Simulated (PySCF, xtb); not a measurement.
Si(OH)2 (H2O2Si), SMILES O[Si]O (connectivity only; charge and spin as stated), neutral, multiplicity 1.

xtb with GFN2-xTB at its own geometry gives an orbital gap of 3.75 eV and a dipole moment of 2.02 D.

Geometry: B3LYP-D3(BJ)/def2-TZVP. Other conformers were not sampled.

Question: What does CAM-B3LYP/def2-TZVPD in PySCF give? (An estimate is asked for; the answer gives what the named calculation found.)

Answer: gap 8.37 eV (levels -8.56 and -0.19 eV), dipole 1.76 D.
